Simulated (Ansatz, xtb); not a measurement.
Isomers of C3H10OSSi in order of energy

6 gas-phase structures of C3H10OSSi, from a drawn sample of its isomers (lower ones may exist). Each was relaxed with GFN2-xTB; where two conformers were screened, the lower at r2SCAN-D4/def2-SVP is listed:

A. `CC[Si@H](O)SC`, a singlet
B. `CCCS[SiH2]O`, a singlet
C. `CC(C)[Si@H](O)S`, a singlet
D. `C[SiH2]OCCS`, a singlet
E. `CCO[SiH2]SC`, a singlet
F. `CS[C@H](C)O[SiH3]`, a singlet

**Question.** Which do you expect lowest at r2SCAN-D4/def2-SVP, and how would the others follow?

**Answer.** Calculated order at r2SCAN-D4/def2-SVP: C (0.0), A (20.3), B (62.3), E (87.7), D (141.4), F (184.6) kJ/mol.

Energies above the lowest of each column, in kJ/mol; the last columns are at B3LYP-D3(BJ)/def2-SVP geometries and were run for some of them only (a dash: not run or not comparable):

```json
{"structure": "C", "GFN2-xTB": "21.7", "HF/STO-3G": "13.1", "r2SCAN-D4/def2-SVP": "0.0", "B3LYP-D3(BJ)/def2-SVP": "0.0", "CCSD(T)/def2-SVP + ΔMP2/def2-TZVPP": "0.0"}
{"structure": "A", "GFN2-xTB": "44.3", "HF/STO-3G": "0.0", "r2SCAN-D4/def2-SVP": "20.3", "B3LYP-D3(BJ)/def2-SVP": "18.4", "CCSD(T)/def2-SVP + ΔMP2/def2-TZVPP": "16.8"}
{"structure": "B", "GFN2-xTB": "0.0", "HF/STO-3G": "49.9", "r2SCAN-D4/def2-SVP": "62.3", "B3LYP-D3(BJ)/def2-SVP": "53.1", "CCSD(T)/def2-SVP + ΔMP2/def2-TZVPP": "53.8"}
{"structure": "E", "GFN2-xTB": "23.5", "HF/STO-3G": "32.4", "r2SCAN-D4/def2-SVP": "87.7", "B3LYP-D3(BJ)/def2-SVP": "–", "CCSD(T)/def2-SVP + ΔMP2/def2-TZVPP": "–"}
{"structure": "D", "GFN2-xTB": "102.3", "HF/STO-3G": "71.3", "r2SCAN-D4/def2-SVP": "141.4", "B3LYP-D3(BJ)/def2-SVP": "–", "CCSD(T)/def2-SVP + ΔMP2/def2-TZVPP": "–"}
{"structure": "F", "GFN2-xTB": "64.0", "HF/STO-3G": "102.0", "r2SCAN-D4/def2-SVP": "184.6", "B3LYP-D3(BJ)/def2-SVP": "–", "CCSD(T)/def2-SVP + ΔMP2/def2-TZVPP": "–"}
```

CCSD(T)/def2-SVP + ΔMP2/def2-TZVPP puts C lowest of those it was run on; GFN2-xTB picks B, HF/STO-3G picks A. Flexible structures stand in one conformer each, not always the lowest. Frequencies (GFN2-xTB) were run for A, B, C alone. ΔMP2 is the change of the MP2 energy from the smaller to the larger basis.

Over these structures GFN2-xTB departs from r2SCAN-D4/def2-SVP by 42.3 kJ/mol on average once a common shift is removed. A GFN2-xTB relaxation took about 0.16 s and the r2SCAN-D4/def2-SVP energy about 2.1 s on a shared host (Ansatz 0.2.0, xtb 6.7.1).
